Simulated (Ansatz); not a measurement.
`C=[CH][Ga]([Cl])[Cl]` + H₂ → `C=[CH][GaH][Cl]` + HCl at 500 K and 1 bar (hydrogenolysis of a Ga–Cl bond).

Isolated molecules relaxed with PBE0-D4/def2-TZVP in Ansatz; ΔE leaves out vibrations. CBS: MP2 limit from def2 TZ/QZ plus the TZ coupled-cluster correction, frozen cores. This one scheme is used for every species. For Ga outer-core shells are correlated without core-valence functions, which leaves a few kJ/mol of doubt a bond. Scalar relativity is left out up to krypton. Each species was taken in one conformer, which may not be the lowest.

```tsv
species	CCSD(T)/CBS energy (Eh)	H − E (kJ/mol)	S (J/(mol·K))
`C=[CH][Ga]([Cl])[Cl]`	-2921.50169	161.4	425.3
H₂	-1.17544	41.0	145.5
`C=[CH][GaH][Cl]`	-2462.25636	170.0	386.7
HCl	-460.38127	32.5	201.9
```

H − E and S are ideal-gas, rigid-rotor, harmonic terms from PBE0-D4/def2-TZVP, for one conformer and one mirror image of each species. The MP2-based limit puts H₂ 0.8 mEh under its directly extrapolated value; such offsets cancel only in part. 1 Eh = 2625.50 kJ/mol, R = 8.31446 J/(mol·K).

Question: By hand: ΔE, ΔH, ΔS and ΔG.

Answer: ΔE = (-2462.25636) + (-460.38127) − (-2921.50169) − (-1.17544) = 0.03950 Eh = 103.7 kJ/mol. Δ(H − E) = 170.0 + 32.5 − 161.4 − 41.0 = 0.1, so ΔH = 103.8 kJ/mol. ΔS = 386.7 + 201.9 − 425.3 − 145.5 = 17.8 J/(mol·K). ΔG = 103.8 − 500 × (17.8)/1000 = 94.9 kJ/mol.

Question: By hand: the equilibrium constant, and the temperature at which ΔG would vanish if ΔH and ΔS stayed fixed.

Answer: log₁₀ K = −ΔG/(RT ln 10) = -9.9. ΔG = 0 at ΔH/ΔS = 5831 K, far beyond where these terms or the molecules hold.

ΔH outweighs TΔS. A doubt of 5 kJ/mol in ΔE shifts log₁₀ K by 0.5 here. Other conformers and mirror images would add mixing entropy, several J/(mol·K) or more a flexible species. These are equilibria of isolated gas molecules and say nothing of rates. Largest T1 diagnostic: 0.012 (customary marks: 0.02 for closed shells, 0.045 for open ones).
